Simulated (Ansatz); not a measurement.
Ga₁₂P₁₂H₃₂, a nanocrystal cut from zinc blende GaP (hydrogen-capped), relaxed as a singlet with RKS PBE-D4/def2-SVP in Ansatz, starting from the GFN2-xTB geometry. Force threshold 0.03 eV/Å.

Single mean-field runs in def2-SVP are fitted with def2-universal-jkfit.

Start:

Cartesian coordinates in Å:
```
Ga -4.1211 0.1720 -2.2745
Ga -0.3129 5.2320 -0.3407
Ga 0.7904 2.5090 3.4687
Ga -3.3761 -2.5107 0.6462
Ga -0.6556 -1.3703 3.8312
Ga -1.6461 1.0468 0.7697
Ga -0.1800 0.5715 -2.9132
Ga 2.2241 1.5115 0.1712
Ga 0.5054 -2.0353 0.0394
Ga -1.8499 -3.0800 -3.0461
Ga 3.3087 -1.0896 2.6103
Ga 4.5453 -1.7281 -1.9862
P -1.8873 3.3859 0.0174
P -3.6188 -0.1838 0.1116
P -2.1394 -0.7162 -3.2808
P -1.0187 0.9164 3.1220
P 1.6940 3.8076 -0.5585
P 2.6340 1.2460 2.5063
P -2.6397 -2.5606 3.0119
P -1.4757 -3.2536 -0.6182
P 1.1283 -2.1503 2.3935
P 0.2459 0.2985 -0.5344
P 3.9480 0.5741 -1.3248
P 2.3686 -2.7123 -1.4327
H -5.3472 -0.7341 -2.5608
H -4.1759 1.7270 -2.4275
H -0.5744 5.7975 -1.7683
H -0.1917 6.1337 0.9145
H 1.0072 2.6739 4.9920
H 0.5220 3.7277 2.5084
H -4.6645 -3.3715 0.4849
H -0.4057 -1.5574 5.3589
H -0.4251 2.1105 -3.0855
H 1.0863 -0.0426 -3.6031
H -3.1824 -3.8329 -3.2976
H -0.4964 -3.5420 -3.6773
H 3.8699 -1.4114 4.0171
H 4.1047 -1.3949 1.2868
H 5.6723 -2.2719 -1.0679
H 4.6611 -1.6979 -3.5398
H -3.1533 3.8168 0.3931
H -2.2380 3.0808 -1.2956
H -4.6190 0.2885 0.9540
H -2.3630 -0.5485 -4.6376
H -2.1496 1.3486 3.8055
H 2.8872 4.5182 -0.5769
H 1.6811 3.5533 -1.9282
H 3.7801 2.0247 2.6097
H -3.7100 -2.2202 3.8246
H -2.5553 -3.8792 3.4316
H -1.2364 -4.5568 -0.1968
H 1.2517 -3.5113 2.6506
H 3.4216 1.0593 -2.5189
H 5.0277 1.4469 -1.3016
H 1.6842 -2.5163 -2.6299
H 2.3595 -4.0989 -1.5077
```

```csv
step,energy (eV),largest force component (eV/Å),SCF passes
1,-740278.7159,1.545,20
2,-740279.4818,0.534,26
3,-740279.6203,0.122,19
4,-740279.6649,0.075,19
5,-740279.7027,0.224,20
6,-740279.7127,0.183,20
7,-740279.7194,0.050,19
8,-740279.7220,0.075,19
9,-740279.7250,0.030,21
```

Force components are those of the run's own axes.

End:

Cartesian coordinates in Å:
```
Ga -4.095 0.234 -2.287
Ga -0.346 5.039 -0.351
Ga 0.871 2.482 3.479
Ga -3.340 -2.483 0.631
Ga -0.578 -1.283 3.691
Ga -1.631 1.024 0.724
Ga -0.150 0.604 -2.965
Ga 2.053 1.429 0.016
Ga 0.482 -2.002 0.005
Ga -1.789 -3.069 -3.071
Ga 3.313 -1.012 2.652
Ga 4.359 -1.698 -1.944
P -1.992 3.286 0.011
P -3.543 -0.189 0.067
P -2.122 -0.700 -3.292
P -0.958 0.956 2.984
P 1.662 3.689 -0.697
P 2.595 1.271 2.280
P -2.540 -2.470 2.924
P -1.461 -3.171 -0.641
P 1.155 -2.068 2.265
P 0.143 0.239 -0.589
P 3.802 0.624 -1.421
P 2.238 -2.775 -1.435
H -5.372 -0.640 -2.603
H -4.081 1.816 -2.429
H -0.673 5.699 -1.743
H -0.146 5.783 1.019
H 1.152 2.435 5.029
H 0.586 3.806 2.658
H -4.639 -3.365 0.526
H -0.346 -1.488 5.234
H -0.416 2.169 -3.089
H 1.143 -0.050 -3.624
H -3.118 -3.868 -3.370
H -0.384 -3.481 -3.688
H 3.702 -1.220 4.166
H 4.234 -1.408 1.426
H 5.390 -2.161 -0.853
H 4.546 -1.760 -3.507
H -3.004 3.825 0.867
H -2.781 3.107 -1.170
H -4.609 0.304 0.889
H -2.415 -0.572 -4.690
H -2.094 1.382 3.746
H 2.790 4.448 -0.252
H 1.948 3.692 -2.096
H 3.779 2.074 2.385
H -3.627 -2.093 3.776
H -2.417 -3.827 3.363
H -1.232 -4.533 -0.260
H 1.287 -3.456 2.596
H 3.611 1.312 -2.659
H 5.000 1.284 -0.999
H 1.530 -3.055 -2.647
H 2.529 -4.118 -1.040
```

By distances, no bond broke or formed. The bond that changes most is Ga8–P22, from 2.43 to 2.33 Å (atoms count from 1).

No frequencies were taken in this run, so the end may be a saddle point.

Hardware: 11 threads of AMD EPYC 7R13 on a shared host and a whole NVIDIA H100 80GB HBM3. Wall time 30 s, peak host memory 1.5 GiB.
